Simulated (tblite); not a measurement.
Species: C7H10ClF.
Structure used (GFN2-xTB), in Å, numbered top down from 1:
```xyz
19
C7H10ClF angstrom
F      2.5643    0.2198   -1.1190
C      2.2515    0.1805    0.2183
C      0.7422    0.0770    0.4206
C      0.1744   -1.1773   -0.2435
C     -1.3018   -1.3363    0.1072
C     -2.0543   -0.0519   -0.0606
C     -1.4433    1.1159   -0.1717
Cl    -2.3637    2.5761   -0.3810
C      0.0385    1.3130   -0.1482
H      2.6523    1.0994    0.6584
H      2.7704   -0.6893    0.6340
H      0.5633    0.0230    1.4993
H      0.2886   -1.0844   -1.3245
H      0.7295   -2.0594    0.0810
H     -1.4058   -1.6694    1.1453
H     -1.7567   -2.1039   -0.5226
H     -3.1318   -0.1163   -0.0777
H      0.2817    2.1973    0.4452
H      0.3909    1.4954   -1.1682
```

All values are computed: GFN2-xTB (tblite) harmonic vibrations without scaling, gas phase. This tight-binding method is rough: wavenumbers can miss measured ones by several per cent, in bad cases by 10 to 20. One conformer, not necessarily the lowest.

Harmonic wavenumbers (cm⁻¹): 70.7, 101.3, 142.0, 217.5, 236.8, 267.8, 343.3, 354.3, 408.3, 443.3, 543.9, 613.7, 782.5, 822.9, 833.9, 914.5, 921.8, 944.4, 966.5, 992.2, 1029.1, 1067.3, 1101.5, 1112.3, 1130.6, 1151.7, 1193.4, 1222.0, 1236.7, 1259.9, 1271.9, 1311.4, 1324.8, 1333.5, 1340.1, 1360.3, 1447.3, 1458.0, 1469.4, 1486.4, 1722.8, 2930.2, 2940.1, 2943.3, 2949.8, 2953.5, 2975.7, 2977.7, 2983.0, 3001.9, 3088.7.

A = 2247, B = 833.1, C = 654.3 MHz; mass 148.046 u (most abundant isotopes); point group C1, symmetry number 1.

What is the zero-point energy?

Half the sum of the wavenumbers: 33848 cm⁻¹ = 96.78 kcal/mol.

Entropy at 400 K, 1 bar (ideal gas, RRHO, classical rotation)?

Translation 42.37, rotation 30.83, vibration 32.17: S = 105.4 cal/(mol K).

And Cp and H(400 K) − H(0)?

Cp = 45.51 cal/(mol K), of which vibrations give 37.56 (their classical limit is 51 R = 101.3); H(400 K) − H(0) = 10.29 kcal/mol without the zero-point energy, 7.11 from vibrations.

What must be added to the electronic energy to get the Gibbs energy at 400 K and 1 bar?

ZPE + [H(400 K) − H(0)] − T·S = 96.78 + 10.29 − 42.15 = 64.92 kcal/mol.

Blend soft modes into free rotors: weight 1/[1 + (100 cm⁻¹/ν̃)⁴] for the oscillator and the rest for a rotor with moment μB/(μ + B), μ = h/(8π²ν), B = 10⁻⁴⁴ kg m². What vibrational entropy results?

30.66 cal/(mol K) in place of 32.17, which changes −T·S at 400 K by +0.60 kcal/mol.

Which modes carry the vibrational entropy at 400 K?

70.7 cm⁻¹: 4.71; 101.3 cm⁻¹: 4.00; 142.0 cm⁻¹: 3.34; 217.5 cm⁻¹: 2.52; 236.8 cm⁻¹: 2.37; 267.8 cm⁻¹: 2.14 cal/(mol K); the other 45 give 13.09 together.

Hindered rotation and anharmonicity are outside this model. Other conformers, if any are populated, would add a mixing term that is left out. The structure is chiral; the term R ln 2 for an equal mix with its mirror image is left out.
